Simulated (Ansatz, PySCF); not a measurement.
Reaction 2 R1 → P1, each structure at its B3LYP-D3(BJ)/def2-TZVP stationary point, reached from a drawn start (curvature not checked).
R1, I2Ni (SMILES [I][Ni][I]) (charge 0, multiplicity 3):
```
atom    x (Å)    y (Å)    z (Å)
----  -------  -------  -------
Ni     0.0000   0.0001  -0.0026
I      2.4055  -0.0037   0.0097
I     -2.4054   0.0036  -0.0071
```
P1, I4Ni2 (SMILES [I][Ni]1[I][Ni]([I])[I]1) (charge 0, multiplicity 5, Z-matrix in Å and degrees):
```
Ni
I 1 2.4297
I 1 2.5975 2 126.41
Ni 3 2.5978 1 82.18 2 -150.50
I 4 2.4298 3 126.29 1 150.53
I 4 2.5974 5 126.41 3 138.52
```

P less R. No zero-point or thermal terms; open shells are unrestricted; no spin–orbit coupling. The spin states of the d-block species are the ones drawn and need not be the lowest.

Programs: Ansatz (a quantum-chemistry and plane-wave program) with Gaussian orbitals; PySCF for the D3/D4 terms. Each number belongs to the level named beside it. Elements past Kr take the def2 small-core potentials, without spin–orbit coupling.

**Question.** Estimate the reaction energy that CAM-B3LYP/def2-TZVPP returns for this input.

**Answer.** -25.8 kcal/mol

**Question.** What is the computed reaction energy (B3LYP/def2-TZVPP)?

**Answer.** -21.4 kcal/mol

**Question.** What is the computed reaction energy (revPBE-D3(BJ)/def2-TZVPP)?

**Answer.** -30.7 kcal/mol
